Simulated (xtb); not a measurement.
H₁₈CoN₆ (SMILES [NH3]->[Co+3](<-[NH3])(<-[NH3])(<-[NH3])(<-[NH3])<-[NH3]), charge +3, singlet, geometry from GFN2-xTB (such geometries of metal compounds can be far from the true shape), atoms displaced at random by about 0.05 Å a coordinate; GFN2-xTB with ALPB(ether) in xtb 6.7.1.

xtb was given this input:
```
$ xtb mol.xyz --gfn 2 --chrg 3 --opt --alpb ether --json

# file mol.xyz
25

Co    -0.01135919    -0.02389148    -0.01710440
N     -1.60715967    -0.99279989     0.39416984
H     -2.53774110    -0.46856637     0.96574243
H     -1.57682600    -1.81269316     1.16036910
H     -2.05522304    -1.50615994    -0.44862636
N     -0.46908804     0.00723587    -1.88273895
H     -1.47840543    -0.03313961    -2.21707211
H     -0.10179442    -0.87175394    -2.44666220
H     -0.16213254     0.73402503    -2.38515528
N      0.38123002     0.10032382     2.01864065
H      0.87062232    -0.70772239     2.26944314
H     -0.45244988     0.10827802     2.63198896
H      0.98554080     0.88047192     2.13912070
N      1.67464482     0.91372979    -0.39090681
H      1.69384041     1.94551928    -0.15322775
H      1.92925743     0.94686998    -1.31397461
H      2.51970107     0.56946616     0.13686426
N      1.01063491    -1.74859676    -0.27088271
H      1.42225359    -2.08010889     0.58658603
H      1.84151320    -1.74558864    -0.90570750
H      0.32864324    -2.49856248    -0.57297711
N     -0.93349461     1.80589412     0.20119579
H     -0.63068735     2.38848343    -0.48932900
H     -1.01380188     2.11776279     1.10350467
H     -1.94341464     1.70253811    -0.19297790
```

Output, abridged:

```
   ID    Z sym.   atoms
    1   27 Co     1
    2    7 N      2, 6, 10, 14, 18, 22
    3    1 H      3-5, 7-9, 11-13, 15-17, 19-21, 23-25

           -------------------------------------------------
          |                Calculation Setup                |
           -------------------------------------------------

molecular fragmentation (1/2 indicates fragments):
1111111111111111111112222
# atoms in fragment 1/2:    21     4
 fragment masses (1/2) :      144.09       17.03
CMA distance (Bohr)    :   4.452
constraining FC (au)   :  0.0500

           -------------------------------------------------
          |                 G F N 2 - x T B                 |
           -------------------------------------------------

      * Solvation model:               ALPB
        Solvent                        ether
        Parameter file                 internal GFN2-xTB/ALPB
        Dielectric constant                4.3300E+00
        Reference state                gsolv [1 M gas/solution]
        Free energy shift                  4.9534E-03 Eh       3.1083E+00 kcal/mol
        Temperature                        2.9815E+02 K
        Density                            7.1300E-01 kg/L
        Solvent mass                       7.4120E+01 g/mol
        Interaction kernel             P16
        Born radius scaling (c1)           1.5847E+00
        Born radii integrator          GBOBC
        Born offset                        0.0000E+00 a0       0.0000E+00 AA
        H-bond correction              true
        Ion screening                  false
        Surface tension                    1.0000E-05 Eh       1.5569E+01 dyn/cm
        Grid points                               230 per atom

          ...................................................
          :                      SETUP                      :
          :.................................................:
          :  # basis functions                  52          :
          :  # atomic orbitals                  51          :
          :  # shells                           33          :
          :  # electrons                        54          :
          :  max. iterations                   250          :
          :  Hamiltonian                  GFN2-xTB          :
          :  restarted?                      false          :
          :  GBSA solvation                   true          :
          :  PC potential                    false          :
[...]
         :: total energy             -29.256808599849 Eh    ::
 * total energy  :   -29.2568086 Eh     change       -0.2940936E-10 Eh
 * total energy  :   -29.3127528 Eh     change       -0.5594423E-01 Eh
 * total energy  :   -29.3257719 Eh     change       -0.1301905E-01 Eh
 * total energy  :   -29.3281325 Eh     change       -0.2360577E-02 Eh
 * total energy  :   -29.3289179 Eh     change       -0.7854795E-03 Eh
 * total energy  :   -29.3291821 Eh     change       -0.2641329E-03 Eh
 * total energy  :   -29.3292208 Eh     change       -0.3873039E-04 Eh
 * total energy  :   -29.3292302 Eh     change       -0.9440308E-05 Eh
 * total energy  :   -29.3292327 Eh     change       -0.2490919E-05 Eh
   *** GEOMETRY OPTIMIZATION CONVERGED AFTER 9 ITERATIONS ***
         :: total energy             -29.329232729980 Eh    ::
[...]
                             1 Co   0.626
     3   1 H    0.927 --     2 N    0.905
     4   1 H    0.925 --     2 N    0.903
     5   1 H    0.927 --     2 N    0.905
     6   7 N    3.442 --     9 H    0.905     8 H    0.904     7 H    0.904
                             1 Co   0.628
     7   1 H    0.927 --     6 N    0.904
     8   1 H    0.926 --     6 N    0.904
     9   1 H    0.927 --     6 N    0.905
    10   7 N    3.440 --    11 H    0.905    12 H    0.904    13 H    0.904
                             1 Co   0.625
    11   1 H    0.928 --    10 N    0.905
    12   1 H    0.926 --    10 N    0.904
    13   1 H    0.926 --    10 N    0.904
    14   7 N    3.441 --    15 H    0.905    16 H    0.905    17 H    0.903
                             1 Co   0.626
    15   1 H    0.927 --    14 N    0.905
    16   1 H    0.927 --    14 N    0.905
    17   1 H    0.925 --    14 N    0.903
    18   7 N    3.440 --    19 H    0.905    21 H    0.904    20 H    0.904
                             1 Co   0.625
    19   1 H    0.928 --    18 N    0.905
    20   1 H    0.926 --    18 N    0.904
    21   1 H    0.926 --    18 N    0.904
    22   7 N    3.442 --    24 H    0.905    25 H    0.905    23 H    0.904
                             1 Co   0.627
    23   1 H    0.927 --    22 N    0.904
    24   1 H    0.926 --    22 N    0.905
    25   1 H    0.927 --    22 N    0.905
 ---------------------------------------------------------------------------

Topologies differ in total number of bonds
Writing topology from bond orders to xtbtopo.mol

molecular dipole:
                 x           y           z       tot (Debye)
 q only:       -0.075      -0.058      -0.023
   full:       -0.074      -0.059      -0.021       0.247
molecular quadrupole (traceless):
                xx          xy          yy          xz          yz          zz
 q only:       -0.141       0.007       0.056      -0.113       0.141       0.085
  q+dip:       -0.175      -0.031       0.067      -0.099       0.121       0.109
   full:       -0.174      -0.024       0.066      -0.104       0.129       0.107

optimized geometry written to: xtbopt.xyz

           -------------------------------------------------
          | TOTAL ENERGY              -29.329232729980 Eh   |
          | GRADIENT NORM               0.000413785176 Eh/α |
          | HOMO-LUMO GAP               2.429473523103 eV   |
           -------------------------------------------------
```
